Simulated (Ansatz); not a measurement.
System: CH5SSi, charge 0, doublet. CH5SSi (SMILES CS[SiH2], doublet).
B3LYP-D3(BJ)/def2-TZVP minimum from Ansatz (an electronic-structure program):
```
S
C 1 1.8310
H 2 1.0877 1 110.68
H 2 1.0879 3 109.25 1 117.20
H 2 1.0881 3 110.12 4 120.03
Si 1 2.1323 2 100.71 3 -65.80
H 6 1.4861 1 105.37 2 -170.02
H 6 1.4926 7 110.41 1 -118.85
```
Charge 0, spin multiplicity 2.

Property: atomisation energy (electronic, to ground-state atoms), in kcal/mol. Open shells are spin-unrestricted; no spin-orbit coupling. CBS(X,Y): correlation extrapolated as X^-3, Hartree-Fock from the larger set. A bracket is a step between two methods taken in the basis named. The functionals are non-relativistic, so their misses hold any scalar relativity. '+ core + X2C': CCSD(T) terms for core correlation (cc-pwCVTZ, 1s frozen past Ne) and scalar relativity (cc-pVTZ-DK). For partners of very few electrons the exact lower level stands in for a higher one.

CCSD(T)/CBS(cc-pV(T+d)Z,cc-pV(Q+d)Z) + [CCSDT(Q) - CCSD(T)]/cc-pV(D+d)Z + core + X2C (Ansatz) gives 605.3 kcal/mol.

Q: What does PBE/def2-TZVPD (Ansatz) give here, and how do the other levels compare?

A: PBE gives 607.7 kcal/mol, 2.4 kcal/mol above it. Differences of the others: B3LYP/def2-TZVPD (Ansatz) -6.9; CCSD(T)/CBS(cc-pV(T+d)Z,cc-pV(Q+d)Z) + core + X2C (Ansatz) -0.6 kcal/mol. Nearer than PBE: CCSD(T)/CBS(cc-pV(T+d)Z,cc-pV(Q+d)Z) + core + X2C.
